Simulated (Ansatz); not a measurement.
Basis-set extrapolation for C$_{3}$H$_{8}$BFO, SMILES `CCOB(C)F` (PBE0-D4/def2-TZVP geometry, frozen core, the Gaussian-basis code of Ansatz). Multiplicity 1, RHF reference.

|  | def2-TZVPP | def2-QZVPP |
| --- | --- | --- |
| HF | -317.510824 | -317.525623 |
| MP2 correlation | -1.104088 | -1.186926 |
| CCSD(T) correlation | -1.188871 | not run |

Energies in hartree. Use E(X) = E(∞) + A·exp(−7.88·√X) for Hartree–Fock and E(X) = E(∞) + B·X^(−2.97) for correlation, with X = 3 and 4, and add CCSD(T) minus MP2 of the smaller set to the MP2 limit.

Problem. What is the CCSD(T) energy at the basis-set limit?

Solution. HF limit: -317.525623 + (-0.014799) × 0.13774 = -317.52766. MP2 limit: -1.186926 + (-0.082838) × 0.74074 = -1.24829. Higher-order term: -1.188871 − (-1.104088) = -0.08478. Total: -318.86073 hartree, 101.1 kcal/mol below CCSD(T)/def2-TZVPP.
